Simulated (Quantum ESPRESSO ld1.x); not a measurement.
The numbers below are computed, except where a source is named.
Problem. Species: V I. Configuration: [Ar] 3d1 4s2 4p2 (not the ground configuration). Level of theory: Dirac Kohn-Sham, PBE, spin-unpolarised, spherical densities, point nucleus; open shells fill j = l - 1/2 first (ld1.x of Quantum ESPRESSO 7.5). Some entries of the table are withheld. Estimate them.

orbital  occ.  eigenvalue (hartree)  <r^2> (bohr^2)  r(max) (bohr)
1s1/2       2              -197.658        0.005937        0.04349
2s1/2       2              -22.7617          0.1122            (1)
2p1/2       2              -19.2733         0.09145         0.2067
2p3/2       4              -19.0129         0.09318         0.2090
3s1/2       2              -3.09521          0.9894         0.8120
3p1/2       2                   (2)           1.113         0.8282
3p3/2       4                   (3)           1.130         0.8343
3d3/2       1              -0.62211             (4)         0.8305
3d5/2       0              -0.61878             (5)         0.8322
4s1/2       2              -0.30409           9.074            (6)
4p1/2       2              -0.13514           14.38          2.888
4p3/2       0              -0.13267           14.61          2.909

Solution. 
(1) 2s1/2 r(max) (bohr): 0.2557
(2) 3p1/2 eigenvalue (hartree): -2.13509
(3) 3p3/2 eigenvalue (hartree): -2.10220
(4) 3d3/2 <r^2> (bohr^2): 1.663
(5) 3d5/2 <r^2> (bohr^2): 1.671
(6) 4s1/2 r(max) (bohr): 2.422
